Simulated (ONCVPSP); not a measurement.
**Cutoff test, beryllium (Be), ONCV**

ONCVPSP 4.0.1 input, shortened (lines: element, Z, core and valence counts, functional; n l f; lmax; l rc ep ncon nbas qcut; lloc lpopt rc5 dvloc0; l nproj debl; icmod fcfact rcfact), PBE, scalar-relativistic:

```
  Be 4.00    0    3        4      upf
    1    0    2.00
    2    0    1.50
    2    1    0.50
    2
    0    0.70    0.00    4    9   21.10
    1    4.00    0.00    3    6    3.10
    2    3.30    0.31    4    9    2.60
    4    4    0.45    3.00
    0    2    1.10
    1    2    2.30
    2    2    1.90
    0    0.00    0.00
```

Problem. For each optimised wave give the share of its norm inside rc, the residual kinetic energy above qcut (Ha) and the cutoffs (Ha) for errors of 10, 1, 0.1 and 0.01 mHa per electron.

Solution.

| wave | norm inside rc | residual KE | 10 mHa | 1 mHa | 0.1 mHa | 0.01 mHa |
| --- | --- | --- | --- | --- | --- | --- |
| 1s | 0.869 | 1.8e-08 | 99.1 | 129.3 | 154.6 | 176.3 |
| 2s | 0.020 | 4.5e-09 | 55.7 | 93.7 | 128.6 | 158.9 |
| 2p | 0.750 | 8.6e-07 | 1.9 | 2.8 | 3.5 | 4.1 |
| p projector 2 | 0.306 | 1.6e-03 | 4.3 | 5.8 | 14.9 | 35.6 |
| d projector 1 | 0.193 | 7.2e-05 | 1.1 | 2.2 | 3.3 | 11.8 |
| d projector 2 | 0.255 | 1.1e-01 | 4.3 | 16.4 | 33.8 | 39.5 |

The occupied waves need 129 Ha and 155 Ha for 1 and 0.1 mHa.
